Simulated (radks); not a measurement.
The numbers below are computed, except where a source is named.
Ag I, 47 electrons, occupied as [Kr] 4d10 5s1. Code: a radial shooting solver on a logarithmic mesh with Libxc functionals. Model: scalar-relativistic Kohn-Sham, r2SCAN, spin-polarised, spherical densities, finite nucleus; open shells are filled with parallel spins first (spin-orbit coupling, left out, can overturn this in heavy ions); meta-GGA in the generalised Kohn-Sham scheme; Fermi nuclear charge, rms radius 4.5454 fm.

Radial electron density D(r) = 4 pi r^2 rho(r):

r (bohr)  D(r) (e/bohr)  spin D(r)
0.001654          3.016   0.000346
0.002224          4.986   0.000570
0.002966          7.986   0.000909
0.003988          12.65    0.00143
0.005319          19.17    0.00213
0.007152          28.14    0.00305
0.009615          38.98    0.00403
0.01282           49.71    0.00472
0.01724           57.93    0.00460
0.02318           60.08    0.00317
0.03092           56.13   0.000877
0.04157           51.71  -0.000226
0.05589           56.13    0.00290
0.07454           69.26    0.00833
0.1002            76.02    0.00537
0.1337            64.26    -0.0119
0.1797            50.99    -0.0220
0.2416            57.16   -0.00268
0.3223            59.16    0.00785
0.4333            36.31   0.000146
0.5825            17.65     0.0201
0.7769            18.19    -0.0169
1.045             17.13     -0.103
1.404             9.633     0.0225
1.873             4.073      0.298
2.518             1.554      0.426
3.359            0.5838      0.319
4.516            0.1718      0.133
6.072           0.03119     0.0280
8.098          0.002953    0.00283
10.89         0.0001041   0.000103

D(r) has 4 maxima, at r = 0.0219, 0.0963, 0.288, 0.876 bohr, and minima at 0.0433, 0.189, 0.646 bohr, inside which lie 2.01, 11.17, 29.00 electrons.
